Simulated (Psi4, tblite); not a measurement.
Approach curve of the dimer H4OSi ··· C4H5N (SMILES O[SiH3] and c1cc[nH]c1). Monomers: optimised at B3LYP-D3(BJ) (def2-TZVP), held rigid. Orientation: lowest of the rigid-body minima from ten starts at GFN2-xTB. R is the distance of the centres of mass, along which the second monomer moves.

Geometry at R = 3.40 Å (first 6 atoms: monomer A):
```
16

Si    -0.3994    -0.0168    -0.0046
O      1.1842    -0.4253    -0.2412
H     -1.1911    -1.1193    -0.5840
H     -0.7172     0.1283     1.4379
H     -0.7421     1.2594    -0.6804
H      1.8656     0.1737     0.0723
C      3.1501     1.9524     0.2993
C      2.9954     1.4969     1.6370
C      1.8637     2.0880     2.1445
N      1.3330     2.8818     1.1609
C      2.1080     2.8071     0.0326
H      3.9353     1.6835    -0.3871
H      3.6402     0.8146     2.1648
H      1.3989     2.0099     3.1119
H      0.5009     3.4353     1.2531
H      1.8579     3.3608    -0.8556
```

- SAPT0/jun-cc-pVDZ, frozen core (Psi4)
- GFN2-xTB (tblite)

Interaction energies in kJ/mol (negative: bound); R is the distance of the centres of mass, d the H6···C7 distance.

```json
[
 {"R / Å": "2.81", "d / Å": "1.64", "SAPT0/jun-cc-pVDZ": "53.33", "GFN2-xTB": "26.03"},
 {"R / Å": "2.97", "d / Å": "1.79", "SAPT0/jun-cc-pVDZ": "14.96", "GFN2-xTB": "-1.49"},
 {"R / Å": "3.20", "d / Å": "2.01", "SAPT0/jun-cc-pVDZ": "-11.79", "GFN2-xTB": "-18.05"},
 {"R / Å": "3.40", "d / Å": "2.21", "SAPT0/jun-cc-pVDZ": "-20.52", "GFN2-xTB": "-21.20"},
 {"R / Å": "3.61", "d / Å": "2.41", "SAPT0/jun-cc-pVDZ": "-22.76", "GFN2-xTB": "-19.99"},
 {"R / Å": "3.78", "d / Å": "2.58", "SAPT0/jun-cc-pVDZ": "-22.06", "GFN2-xTB": "-17.89"},
 {"R / Å": "4.12", "d / Å": "2.91", "SAPT0/jun-cc-pVDZ": "-18.17", "GFN2-xTB": "-13.53"},
 {"R / Å": "4.37", "d / Å": "3.15", "SAPT0/jun-cc-pVDZ": "-14.97", "GFN2-xTB": "-10.86"},
 {"R / Å": "4.89", "d / Å": "3.67", "SAPT0/jun-cc-pVDZ": "-9.61", "GFN2-xTB": "-6.84"},
 {"R / Å": "5.60", "d / Å": "4.37", "SAPT0/jun-cc-pVDZ": "-5.34", "GFN2-xTB": "-3.67"},
 {"R / Å": "6.64", "d / Å": "5.40", "SAPT0/jun-cc-pVDZ": "-2.50", "GFN2-xTB": "-1.59"},
 {"R / Å": "7.88", "d / Å": "6.64", "SAPT0/jun-cc-pVDZ": "-1.15", "GFN2-xTB": "-0.66"}
]
```

Lowest grid point: SAPT0/jun-cc-pVDZ -22.76 kJ/mol at R = 3.61 Å; GFN2-xTB -21.20 kJ/mol at R = 3.40 Å.
